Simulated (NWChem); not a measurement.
System: AlBr3; SMILES [Br][Al]([Br])[Br]

NWChem input:

```
start job
memory heap 200 mb stack 900 mb global 1100 mb
geometry units angstroms noautoz
  Al     0.000000     0.000000     0.000000
  Br    -2.210066     0.321338     0.000000
  Br     1.383320     1.753304     0.000000
  Br     0.826746    -2.074642     0.000000
end
basis spherical
  * library def2-tzvp
end
dft
  xc xpbe96 cpbe96
  iterations 200
  semidirect filesize 400000000
end
task dft gradient
```

Parts of the log:

```
             Northwest Computational Chemistry Package (NWChem) 7.3.0
             --------------------------------------------------------

 C3H symmetry detected

                             Geometry "geometry" -> ""
                             -------------------------

 Output coordinates in angstroms (scale by  1.889725989 to convert to a.u.)

  No.       Tag          Charge          X              Y              Z
 ---- ---------------- ---------- -------------- -------------- --------------
    1 Al                  13.0000     0.00000000     0.00000000     0.00000000
    2 Br                  35.0000     0.60630596     2.14942834     0.00000000
    3 Br                  35.0000     1.55830657    -1.59979053     0.00000000
    4 Br                  35.0000    -2.16461253    -0.54963781     0.00000000

 Effective nuclear repulsion energy (a.u.)     826.1816631843

      Symmetry information
      --------------------

 Group name             C3h
 Group number             22
 Group order               6
 No. of unique centers     2

  pbe96 is a nonlocal functional; adding pw91lda local functional.

                                 NWChem DFT Module
                                 -----------------

 Summary of "ao basis" -> "ao basis" (spherical)
 ------------------------------------------------------------------------------
       Tag                 Description            Shells   Functions and Types
 ---------------- ------------------------------  ------  ---------------------
 Al                        def2-tzvp                13       37   5s5p2d1f
 Br                        def2-tzvp                16       48   6s5p4d1f

      Symmetry analysis of basis
      --------------------------

        a'         41
        e'+        40
        e'-        40
        a"         22
        e"+        19
        e"-        19

  Rotation of axis

            General Information
            -------------------
          SCF calculation type: DFT
          Wavefunction type:  closed shell.
          No. of atoms     :     4
          No. of electrons :   118
           Alpha electrons :    59
            Beta electrons :    59
          Charge           :     0
          Spin multiplicity:     1
          Use of symmetry is: on ; symmetry adaption is: on
          Maximum number of iterations: 200
          AO basis - number of functions:   181
                     number of shells:    61
          Convergence on energy requested:  1.00D-06
          Convergence on density requested:  1.00D-05
          Convergence on gradient requested:  5.00D-04

              XC Information
              --------------
          PerdewBurkeErnzerhof Exchange Functional  1.000
            Perdew 1991 LDA Correlation Functional  1.000 local
           PerdewBurkeErnz. Correlation Functional  1.000 non-local

             Grid Information
             ----------------
          Grid used for XC integration:  medium
          Radial quadrature: Mura-Knowles
          Angular quadrature: Lebedev.
          Tag              B.-S. Rad. Rad. Pts. Rad. Cut. Ang. Pts.
          ---              ---------- --------- --------- ---------
          Al                  1.25       88           9.0       590
          Br                  1.15      112          11.0       590
          Grid pruning is: on
          Number of quadrature shells:   200
          Spatial weights used:  Erf1

      Superposition of Atomic Density Guess
      -------------------------------------

 Sum of atomic energies:       -7959.07182409

      Non-variational initial energy
      ------------------------------

 Total energy =   -7959.829572
 1-e energy   =  -12732.959100
 2-e energy   =    3946.947864
 HOMO         =      -0.394799
 LUMO         =      -0.023321

      Symmetry analysis of molecular orbitals - initial
      -------------------------------------------------

  Numbering of irreducible representations:

     1 a'          2 e'+         3 e'-         4 a"          5 e"+
     6 e"-

  Orbital symmetries:

     1 a'          2 e'+         3 e'+         4 a'          5 e'+
     6 e'+         7 e'+         8 e'+         9 a'         10 a'
    11 e'+        12 e'+        13 a"         14 e"+        15 e"+
    16 a'         17 a'         18 e'+        19 e'+        20 a'
    21 e'+        22 e'+        23 a"         24 e'+        25 e'+
    26 e"+        27 e"+        28 a'         29 a'         30 e'+
    31 e'+        32 a'         33 a"         34 e'+        35 e'+
    36 e"+        37 e"+        38 a'         39 a'         40 e"+
    41 e"+        42 e'+        43 e'+        44 a"         45 e'+
    46 e'+        47 a"         48 a'         49 e'+        50 e'+
    51 a'         52 e'+        53 e'+        54 a"         55 e'+
    56 e'+        57 e"+        58 e"+        59 a'         60 a'
    61 a"         62 e'+        63 e'+        64 a'         65 e'+
    66 e'+        67 a'         68 e"+        69 e"+

------------------------------------------------------------
EAF file 0: "./job.aoints.0" size=67633152 bytes
------------------------------------------------------------
               write      read    awrite     aread      wait
               -----      ----    ------     -----      ----
     calls:      129         0         0         0         0
   data(b): 6.76e+07  0.00e+00  0.00e+00  0.00e+00
   time(s): 0.00e+00  0.00e+00  0.00e+00  0.00e+00  0.00e+00
rate(mb/s): 0.00e+00  0.00e+00
------------------------------------------------------------

   convergence    iter        energy       DeltaE   RMS-Dens  Diis-err
 ---------------- ----- ----------------- --------- --------- ---------
 d= 0,ls=0.0,diis     1  -7963.7259952550 -8.79D+03  7.19D-03  2.33D+00
 d= 0,ls=0.0,diis     2  -7963.6227378805  1.03D-01  7.12D-03  1.58D+00
 d= 0,ls=0.0,diis     3  -7963.7220913173 -9.94D-02  3.04D-03  6.11D-01
 d= 0,ls=0.0,diis     4  -7963.8136258118 -9.15D-02  2.94D-04  9.05D-03
 d= 0,ls=0.0,diis     5  -7963.8147479250 -1.12D-03  8.43D-05  3.95D-04
  Resetting Diis
 d= 0,ls=0.0,diis     6  -7963.8147583003 -1.04D-05  2.62D-05  2.70D-05
 d= 0,ls=0.0,diis     7  -7963.8147625252 -4.22D-06  5.25D-06  2.13D-07
 d= 0,ls=0.0,diis     8  -7963.8147624606  6.45D-08  3.12D-06  7.21D-07

         Total DFT energy =    -7963.814762460644
      One electron energy =   -12732.637132896438
           Coulomb energy =     4234.008932622264
    Exchange-Corr. energy =     -291.368225370745
 Nuclear repulsion energy =      826.181663184275

 Numeric. integr. density =      118.000000105324

                  Occupations of the irreducible representations
                  ----------------------------------------------

                     irrep           alpha         beta
                     --------     --------     --------
                     a'               15.0         15.0
                     e'+              28.0         28.0
                     e'-               0.0          0.0
                     a"                6.0          6.0
                     e"+              10.0         10.0
                     e"-               0.0          0.0

                       DFT Final Molecular Orbital Analysis
                       ------------------------------------

 Vector   57  Occ=2.000000D+00  E=-2.868077D-01  Symmetry=e"+
              MO Center=  1.0D+00,  3.6D-01,  8.1D-14, r^2= 5.1D+00
   Bfn.  Coefficient  Atom+Function         Bfn.  Coefficient  Atom+Function
  ----- ------------  ---------------      ----- ------------  ---------------
    55      0.375737  2 Br pz               103     -0.355114  3 Br pz
    49     -0.260740  2 Br pz                97      0.246428  3 Br pz
    52      0.236609  2 Br pz               100     -0.223622  3 Br pz
    58      0.216065  2 Br pz               106     -0.204206  3 Br pz
    46      0.079586  2 Br pz                94     -0.075217  3 Br pz

 Vector   58  Occ=2.000000D+00  E=-2.868077D-01  Symmetry=e"+
              MO Center= -1.0D+00, -3.6D-01, -1.2D-14, r^2= 5.1D+00
   Bfn.  Coefficient  Atom+Function         Bfn.  Coefficient  Atom+Function
  ----- ------------  ---------------      ----- ------------  ---------------
   151      0.421957  4 Br pz               145     -0.292814  4 Br pz
   148      0.265715  4 Br pz               154      0.242644  4 Br pz
   103     -0.228839  3 Br pz                55     -0.193118  2 Br pz
    97      0.158801  3 Br pz               100     -0.144105  3 Br pz
    49      0.134013  2 Br pz               106     -0.131592  3 Br pz

 Vector   59  Occ=2.000000D+00  E=-2.705153D-01  Symmetry=a'
              MO Center= -8.0D-14, -2.5D-13,  3.0D-19, r^2= 6.4D+00
   Bfn.  Coefficient  Atom+Function         Bfn.  Coefficient  Atom+Function
  ----- ------------  ---------------      ----- ------------  ---------------
   150      0.297976  4 Br py                53      0.295887  2 Br px
   101     -0.220223  3 Br px               102     -0.214515  3 Br py
   144     -0.208765  4 Br py                47     -0.207301  2 Br px
   147      0.191827  4 Br py                50      0.190481  2 Br px
   153      0.178026  4 Br py                56      0.176777  2 Br px

[...]

                         DFT ENERGY GRADIENTS

    atom               coordinates                        gradient
                 x          y          z           x          y          z
   1 Al      0.000000   0.000000   0.000000    0.000000   0.000000  -0.000000
   2 Br      1.145752   4.061831   0.000000   -0.001116  -0.003956   0.000000
   3 Br      2.944772  -3.023166   0.000000   -0.002868   0.002945   0.000000
   4 Br     -4.090525  -1.038665   0.000000    0.003985   0.001012   0.000000
```

Level: PBE/def2-TZVP. Structure relaxed at the PBE0/def2-SVP level.
